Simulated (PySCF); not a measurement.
PySCF input file for Al(H)2(NHMe) (CH6AlN), SMILES C[NH][AlH2], TDDFT-ωB97X/def2-SVPD. Geometry optimised at B3LYP-D3(BJ)/def2-TZVP.

```python
import numpy as np
from pyscf import gto, scf, dft, tdscf

mol = gto.M(
    atom='''
    Al    0.11722204   -1.22715233    0.00000000
    H    -0.93700687   -2.40085573    0.00000000
    H     1.68330131   -1.42040190   -0.00000001
    N    -0.50499409    0.43112412   -0.00000000
    C     0.23657840    1.68441096    0.00000000
    H    -1.50351556    0.58657095    0.00000000
    H     0.02035865    2.29281813   -0.88474932
    H     0.02035865    2.29281814    0.88474932
    H     1.30810559    1.47769614   -0.00000000
    ''',
    basis='def2-SVPD',
    charge=0,
    spin=0,
    symmetry=True,
    max_memory=1600,
    verbose=4,
)
mf = dft.RKS(mol, xc='wb97x').density_fit(auxbasis='def2-universal-jkfit')
mf.grids.level = 3
mf.conv_tol = 1e-9
mf.max_cycle = 100
mf.kernel()
mf.grids = dft.Grids(mol).set(level=1).build(with_non0tab=True)  # coarser grid for the response kernel
td = tdscf.TDDFT(mf)
td.singlet = True
td.nstates = 10
td.conv_tol = 1e-4
td.kernel(x0=td.get_init_guess(mf, 15))
td.analyze()
tt = tdscf.TDA(mf)
tt.singlet = False
tt.nstates = 4
tt.conv_tol = 1e-4
tt.kernel(x0=tt.get_init_guess(mf, 9))
tt.analyze(verbose=3)
```

It prints:

```
PySCF version 2.14.0

[INPUT] verbose = 4
[INPUT] num. atoms = 9
[INPUT] num. electrons = 32
[INPUT] charge = 0
[INPUT] spin (= nelec alpha-beta = 2S) = 0
[INPUT] symmetry True subgroup None
[INPUT] Mole.unit = angstrom
[INPUT] Symbol           X                Y                Z      unit          X                Y                Z       unit  Magmom
[INPUT]  1 Al     0.117222040000  -1.227152330000   0.000000000000 AA    0.221517551363  -2.318981816822   0.000000000000 Bohr   0.0
[INPUT]  2 H     -0.937006870000  -2.400855730000   0.000000000000 AA   -1.770686361136  -4.536959794293   0.000000000000 Bohr   0.0
[INPUT]  3 H      1.683301310000  -1.420401900000  -0.000000010000 AA    3.180978461022  -2.684170577812  -0.000000018897 Bohr   0.0
[INPUT]  4 N     -0.504994090000   0.431124120000   0.000000000000 AA   -0.954300524624   0.814706512494   0.000000000000 Bohr   0.0
[INPUT]  5 C      0.236578400000   1.684410960000   0.000000000000 AA    0.447068382988   3.183075395616   0.000000000000 Bohr   0.0
[INPUT]  6 H     -1.503515560000   0.586570950000   0.000000000000 AA   -2.841232632422   1.108458448126   0.000000000000 Bohr   0.0
[INPUT]  7 H      0.020358650000   2.292818130000  -0.884749320000 AA    0.038472272766   4.332798319137  -1.671933903695 Bohr   0.0
[INPUT]  8 H      0.020358650000   2.292818140000   0.884749320000 AA    0.038472272766   4.332798338035   1.671933903695 Bohr   0.0
[INPUT]  9 H      1.308105590000   1.477696140000   0.000000000000 AA    2.471961307113   2.792440999927   0.000000000000 Bohr   0.0

nuclear repulsion = 100.492771377001
point group symmetry = Cs
symmetry origin: [ 3.54323648e-09  2.36215736e-09 -5.90539416e-10]
symmetry axis x: [ 1.00000000e+00 -1.09023010e-10 -1.99963733e-09]
symmetry axis y: [1.09023011e-10 1.00000000e+00 4.03287090e-10]
symmetry axis z: [ 1.99963733e-09 -4.03287462e-10  1.00000000e+00]
num. orbitals of irrep A' = 77
num. orbitals of irrep A" = 35
number of shells = 50
number of NR pGTOs = 162
number of NR cGTOs = 112
basis = def2-SVPD
ecp = {}


******** <class 'pyscf.df.df_jk.DFSymAdaptedRKS'> ********
method = DFSymAdaptedRKS
initial guess = minao
damping factor = 0
level_shift factor = 0
DIIS = <class 'pyscf.scf.diis.CDIIS'>
diis_start_cycle = 1
diis_space = 8
diis_damp = 0
SCF conv_tol = 1e-09
SCF conv_tol_grad = None
SCF max_cycles = 100
direct_scf = False
XC library pyscf.dft.libxc version 7.1.2
    S. Lehtola, C. Steigemann, M. J. T. Oliveira, and M. A. L. Marques,  SoftwareX 7, 1–5 (2018)
XC functionals = wb97x
    J.-D. Chai and M. Head-Gordon,  J. Chem. Phys. 128, 084106 (2008)
radial grids:
    Treutler-Ahlrichs [JCP 102, 346 (1995); DOI:10.1063/1.469408] (M4) radial grids

becke partition: Becke, JCP 88, 2547 (1988); DOI:10.1063/1.454033
pruning grids: <function nwchem_prune>
grids dens level: 3
symmetrized grids: True
atomic radii adjust function: <function treutler_atomic_radii_adjust>
small_rho_cutoff = 0
Freeze 0 electrons in irreps []
    32 free electrons in irreps A' A"
Set gradient conv threshold to 3.16228e-05
Initial guess from minao.
tot grids = 106048
******** <class 'pyscf.df.df.DF'> ********
auxbasis = def2-universal-jkfit
Create RSH-DF object <pyscf.df.df.DF object> for omega=0.3
******** <class 'pyscf.df.df.DF'> ********
auxbasis = auxmol.basis = def2-universal-jkfit
init E= -338.660555887082
HOMO (A") = -0.28802112159853  LUMO (A") = -0.0136309807761994  gap/eV = 7.46654
cycle= 1 E= -338.700342869361  delta_E= -0.0398  |g|= 0.36  |ddm|= 3.57
HOMO (A") = -0.276340573853443  LUMO (A") = 0.0474187522572302  gap/eV = 8.80994
cycle= 2 E= -338.709893085248  delta_E= -0.00955  |g|= 0.349  |ddm|= 0.814
HOMO (A") = -0.347406333937696  LUMO (A") = 0.0417509848740734  gap/eV = 10.58951
cycle= 3 E= -338.735636897234  delta_E= -0.0257  |g|= 0.0326  |ddm|= 0.311
HOMO (A") = -0.341412075087979  LUMO (A") = 0.0456864546354825  gap/eV = 10.53349
cycle= 4 E= -338.736115325055  delta_E= -0.000478  |g|= 0.00686  |ddm|= 0.0897
HOMO (A") = -0.342397203136953  LUMO (A") = 0.0456567126527472  gap/eV = 10.55948
cycle= 5 E= -338.736138479737  delta_E= -2.32e-05  |g|= 0.00185  |ddm|= 0.0191
HOMO (A") = -0.342352066522255  LUMO (A") = 0.0455172528215488  gap/eV = 10.55446
cycle= 6 E= -338.736140159234  delta_E= -1.68e-06  |g|= 0.000769  |ddm|= 0.00495
HOMO (A") = -0.342430899297594  LUMO (A") = 0.0455261092347463  gap/eV = 10.55685
cycle= 7 E= -338.736140427842  delta_E= -2.69e-07  |g|= 0.000199  |ddm|= 0.00167
HOMO (A") = -0.342440787891907  LUMO (A") = 0.0455430813427036  gap/eV = 10.55758
cycle= 8 E= -338.736140455756  delta_E= -2.79e-08  |g|= 5.93e-05  |ddm|= 0.000691
HOMO (A") = -0.342451556529601  LUMO (A") = 0.045538833953318  gap/eV = 10.55776
cycle= 9 E= -338.736140458767  delta_E= -3.01e-09  |g|= 1.16e-05  |ddm|= 0.000242
HOMO (A") = -0.342453018432261  LUMO (A") = 0.045538536088789  gap/eV = 10.55779
cycle= 10 E= -338.736140458917  delta_E= -1.5e-10  |g|= 1.8e-06  |ddm|= 6.54e-05
HOMO (A") = -0.342452856439606  LUMO (A") = 0.0455384882264078  gap/eV = 10.55778
Extra cycle  E= -338.73614045892  delta_E= -3.35e-12  |g|= 7.1e-07  |ddm|= 7.8e-06
converged SCF energy = -338.73614045892
tot grids = 31488


******** <class 'pyscf.tdscf.rks.TDDFT'> for <class 'pyscf.df.df_jk.DFSymAdaptedRKS'> ********
nstates = 10 singlet
deg_eia_thresh = 1.000e-03
wfnsym = None
conv_tol = 0.0001
eigh lindep = 1e-12
eigh level_shift = 0
eigh max_cycle = 100


Excitation energies (eV)
[5.98616993 6.35627942 6.36353873 7.54929306 7.74885914 7.81433715
 8.15576551 8.18847841 8.33013104 8.49926412]

** Singlet excitation energies and oscillator strengths **
Excited State   1:   A'      5.98617 eV    207.12 nm  f=0.1291
      16 -> 17       -0.69658
Excited State   2:   A"      6.35628 eV    195.06 nm  f=0.0281
      15 -> 17        0.23824
      16 -> 18        0.54081
      16 -> 19       -0.30798
      16 -> 20       -0.12728
      16 -> 23        0.11672
Excited State   3:   A"      6.36354 eV    194.84 nm  f=0.0041
      15 -> 17       -0.66126
      16 -> 18        0.19623
      16 -> 19       -0.11118
Excited State   4:   A"      7.54929 eV    164.23 nm  f=0.0021
      14 -> 17        0.47138
      16 -> 19       -0.13564
      16 -> 20        0.43725
      16 -> 23        0.16975
Excited State   5:   A"      7.74886 eV    160.00 nm  f=0.0020
      14 -> 17       -0.21423
      16 -> 18       -0.12481
      16 -> 19       -0.19133
      16 -> 20        0.20781
      16 -> 21        0.53646
      16 -> 23        0.21774
Excited State   6:   A"      7.81434 eV    158.66 nm  f=0.1306
      14 -> 17        0.44815
      16 -> 20       -0.35770
      16 -> 21        0.35954
Excited State   7:  ???      8.15577 eV    152.02 nm  f=0.0361
      15 -> 18        0.40113
      15 -> 19       -0.50966
      15 -> 21        0.17491
      15 -> 23       -0.13129
Excited State   8:   A"      8.18848 eV    151.41 nm  f=0.0007
      16 -> 18        0.29171
      16 -> 19        0.50971
      16 -> 20        0.12006
      16 -> 23        0.27142
      16 -> 25       -0.12021
      16 -> 26        0.13580
Excited State   9:   A"      8.33013 eV    148.84 nm  f=0.0061
      16 -> 18        0.22611
      16 -> 20        0.28823
      16 -> 21        0.14664
      16 -> 23       -0.52458
      16 -> 25       -0.18962
      16 -> 29        0.12229
Excited State  10:   A'      8.49926 eV    145.88 nm  f=0.0566
      15 -> 18        0.20204
      16 -> 22       -0.63290
      16 -> 24        0.14534
      16 -> 28        0.11219

** Transition electric dipole moments (AU) **
state          X           Y           Z        Dip. S.      Osc.
  1         0.1720     -0.9225      0.0000      0.8806      0.1291
  2         0.0000      0.0000      0.4247      0.1804      0.0281
  3        -0.0000      0.0000      0.1630      0.0266      0.0041
  4        -0.0000      0.0000      0.1072      0.0115      0.0021
  5        -0.0000      0.0000     -0.1032      0.0107      0.0020
  6        -0.0000      0.0000      0.8261      0.6824      0.1306
  7         0.4126      0.1024     -0.0000      0.1807      0.0361
  8         0.0000     -0.0000      0.0606      0.0037      0.0007
  9         0.0000      0.0000      0.1723      0.0297      0.0061
 10         0.4208      0.3082     -0.0000      0.2720      0.0566

** Transition velocity dipole moments (imaginary part, AU) **
state          X           Y           Z        Dip. S.      Osc.
  1         0.0389     -0.2045      0.0000      0.0433      0.1314
  2         0.0000      0.0000      0.1007      0.0101      0.0289
  3         0.0000      0.0000      0.0385      0.0015      0.0042
  4        -0.0000     -0.0000      0.0289      0.0008      0.0020
  5         0.0000      0.0000     -0.0244      0.0006      0.0014
  6        -0.0000      0.0000      0.2403      0.0577      0.1341
  7         0.1273      0.0324     -0.0000      0.0173      0.0384
  8         0.0000     -0.0000      0.0242      0.0006      0.0013
  9         0.0000      0.0000      0.0493      0.0024      0.0053
 10         0.1272      0.0923      0.0000      0.0247      0.0527

** Transition magnetic dipole moments (imaginary part, AU) **
state          X           Y           Z
  1        -0.0000      0.0000     -0.2814
  2         0.5155     -0.8536     -0.0000
  3        -0.3198      1.0712      0.0000
  4         1.1969      0.3874     -0.0000
  5        -0.9212      0.0111      0.0000
  6         0.6954      0.4147      0.0000
  7        -0.0000      0.0000     -2.0359
  8        -0.0247      0.0452     -0.0000
  9        -0.0079      0.1243      0.0000
 10        -0.0000     -0.0000     -0.2559


******** <class 'pyscf.tdscf.rks.TDA'> for <class 'pyscf.df.df_jk.DFSymAdaptedRKS'> ********
nstates = 4 triplet
deg_eia_thresh = 1.000e-03
wfnsym = None
conv_tol = 0.0001
eigh lindep = 1e-12
eigh level_shift = 0
eigh max_cycle = 100


Excitation energies (eV)
[5.07347294 5.99691174 6.19994052 7.20235066]

** Triplet excitation energies and oscillator strengths **
Excited State   1:   A'      5.07347 eV    244.38 nm  f=0.0000
Excited State   2:   A"      5.99691 eV    206.75 nm  f=0.0000
Excited State   3:   A"      6.19994 eV    199.98 nm  f=0.0000
Excited State   4:   A"      7.20235 eV    172.14 nm  f=0.0000
```

Self-consistency was reached.
